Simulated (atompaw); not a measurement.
Logarithmic derivatives: Er (Z = 68), PAW (atompaw)

```json
{
  "Element": "Er",
  "Generator": "atompaw 4.2.0.5",
  "Type": "PAW",
  "Functional": "PBEsol",
  "Relativity": "scalar-relativistic",
  "Frozen core": "[Xe] 4f11",
  "Valence charge": "3",
  "Reference configuration": "5d1 6s2 6p0",
  "Partial waves": "6s (bound): rc 3.00 bohr; 6s channel at 2.35 Ry: rc 3.00 bohr; 6p (bound, empty): rc 3.00 bohr; 6p channel at 4.05 Ry: rc 3.00 bohr; 5d (bound): rc 2.05 bohr; 5d channel at 0.35 Ry: rc 3.00 bohr; 5f channel at 0.4 Ry: rc 3.00 bohr; 5f channel at 2.2 Ry: rc 3.00 bohr",
  "Local potential": "bessel scheme, radius 2.00 bohr",
  "Core correction": "smooth core density matched at 2.65 bohr",
  "Augmentation charge": "sinc compensation charge, radius 2.20 bohr; PAW radius 3.00 bohr; waves and projectors: custom polynom2 7 10 vanderbiltortho"
}
```

The phase is arctan(r·u′/u) with u = r·R(r), unwrapped; energies in Ry, scanned from -2 to 5 Ry. A pole is an energy at which the radial function vanishes at the test radius. The pseudo phase is shifted by a multiple of π to meet the all-electron one at the reference energy, and phase errors are pseudo minus all-electron; the curves can meet again beyond the range given. Levels narrower than the energy grid can be missing from the lists of poles.

Question: For each channel, where are the poles, and over which energies does the pseudopotential scatter like the atom?

Answer:

```tsv
channel	radius (bohr)	reference energy (Ry)	poles, all-electron	poles, pseudo	unbroken range about the reference energy with phases within 0.05 rad	phase error 1 Ry above the reference energy (rad)
s	3.00	-0.33	1.79	1.78, 2.18	below 2.2	-0.003
p	3.00	-0.10	3.08	2.92, 4.22	-1.6 to 0.4	-0.102
d	3.00	-0.15	0.45	0.45, 2.56	below 1.2	-0.006
f	3.00	0.40	-0.70, 3.19	3.10	-0.6 to 3.6	-0.018
```

Phases in the f channel:

```csv
E (Ry),all-electron,pseudo
-2.00,1.367,-1.764
-1.76,1.357,-1.773
-1.52,1.345,-1.783
-1.28,1.331,-1.795
-1.04,1.310,-1.808
-0.80,1.251,-1.825
-0.56,-1.814,-1.845
-0.32,-1.862,-1.870
-0.08,-1.899,-1.901
0.16,-1.944,-1.944
0.40,-2.004,-2.004
0.64,-2.095,-2.095
0.88,-2.244,-2.247
1.12,-2.521,-2.530
1.36,-3.058,-3.076
1.60,-3.737,-3.748
1.84,-4.163,-4.166
2.08,-4.381,-4.381
2.32,-4.505,-4.505
2.56,-4.585,-4.588
2.80,-4.643,-4.649
3.04,-4.688,-4.700
3.28,-4.726,-4.749
3.52,-4.761,-4.802
3.76,-4.795,-4.871
4.00,-4.830,-4.983
4.24,-4.872,-5.240
4.48,-4.923,-6.148
4.72,-4.995,-7.212
4.96,-5.109,-7.514
```
